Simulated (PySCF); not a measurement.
## First hyperpolarisability: SMILES FC(F)(F)c1cccc[o+]1, [C$_{6}$H$_{4}$F$_{3}$O]+, charge +1

Molfile (atoms numbered from 1):
```
C6H4F3O
     RDKit          3D

 14 14  0  0  0  0  0  0  0  0999 V2000
    2.5829    0.2500   -1.3563 F   0  0  0  0  0  0  0  0  0  0  0  0
    2.2136   -0.0665   -0.1191 C   0  0  0  0  0  0  0  0  0  0  0  0
    2.7118    0.8449    0.7093 F   0  0  0  0  0  0  0  0  0  0  0  0
    2.7039   -1.2516    0.1907 F   0  0  0  0  0  0  0  0  0  0  0  0
    0.6743   -0.0629   -0.0252 C   0  0  0  0  0  0  0  0  0  0  0  0
   -0.0761    1.0795   -0.2199 C   0  0  0  0  0  0  0  0  0  0  0  0
   -1.4654    0.9672   -0.1157 C   0  0  0  0  0  0  0  0  0  0  0  0
   -2.0240   -0.2762    0.1758 C   0  0  0  0  0  0  0  0  0  0  0  0
   -1.1708   -1.3502    0.3494 C   0  0  0  0  0  0  0  0  0  0  0  0
    0.1242   -1.2221    0.2476 O   0  0  0  0  0  0  0  0  0  0  0  0
    0.4066    2.0209   -0.4433 H   0  0  0  0  0  0  0  0  0  0  0  0
   -2.0937    1.8358   -0.2598 H   0  0  0  0  0  0  0  0  0  0  0  0
   -3.0919   -0.4088    0.2657 H   0  0  0  0  0  0  0  0  0  0  0  0
   -1.4960   -2.3603    0.5786 H   0  0  0  0  0  0  0  0  0  0  0  0
  1  2  1  0
  2  3  1  0
  2  4  1  0
  2  5  1  0
  5  6  2  0
  6  7  1  0
  7  8  2  0
  8  9  1  0
  9 10  2  0
 10  5  1  0
  6 11  1  0
  7 12  1  0
  8 13  1  0
  9 14  1  0
M  CHG  1  10   1
M  END
```

Computed, not measured: PySCF 2.14.0, quadratic response PBE0/def2-SVPD first hyperpolarisability, Taylor convention, gas phase. Geometry: GFN2-xTB.

What is the first hyperpolarisability, and how does it disperse?

In 10⁻³⁰ esu, Taylor convention; the vector part is βᵢ = ⅓ Σⱼ (βᵢⱼⱼ + βⱼᵢⱼ + βⱼⱼᵢ):
| process | λ (nm) | β vector norm | β HRS | depolarisation ratio |
| --- | --- | --- | --- | --- |
| static β(0;0,0) | ∞ | 1.70 | 0.64 | 7.31 |
| second harmonic β(−2ω;ω,ω) | 1550 | 1.82 | 0.69 | 7.16 |
| Pockels β(−ω;ω,0) | 1550 | 1.74 | – | – |
| second harmonic β(−2ω;ω,ω) | 1064 | 1.97 | 0.75 | 6.98 |
| Pockels β(−ω;ω,0) | 1064 | 1.78 | – | – |
| second harmonic β(−2ω;ω,ω) | 694.3 | 2.56 | 0.99 | 6.46 |
| Pockels β(−ω;ω,0) | 694.3 | 1.90 | – | – |

Which lowest excitations and polarisabilities go with it?

S1 5.28 eV (f = 0.179); S2 5.88 eV (f = 0.004); S3 6.25 eV (f = 0.002); isotropic α 67.5 au static, 67.9 au at 1550 nm, 68.2 au at 1064 nm, 68.9 au at 775 nm, 69.2 au at 694.3 nm, 70.6 au at 532 nm, 76.5 au at 347.1 nm.
